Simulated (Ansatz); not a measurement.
A calculation with Ansatz (development build ahead of 0.2.0).

```yaml
crystal:
  periodic: [false, false, false]
  atoms:
    - { symbol: Fe, position_ang: [0.0, 0.0, 0.0] }
    - { symbol: C, position_ang: [0.0, 0.0, 2.505] }
basis:
  gaussian: { orbitals: pcseg-2 }
magnetization:
  spin_polarized: true
  initial_magnetization: 2
hamiltonian:
  xc: hf
```

The input is written out in the form of the current development build from the run's settings.

Results

| Property | Result |
| --- | --- |
| Converged | yes |
| Total energy | -1300.16305 hartree |
| Spin squared of the determinant | 4.850 |
| Stability test | minimum |

Caution: the unrestricted determinant is a mixture of spin states.
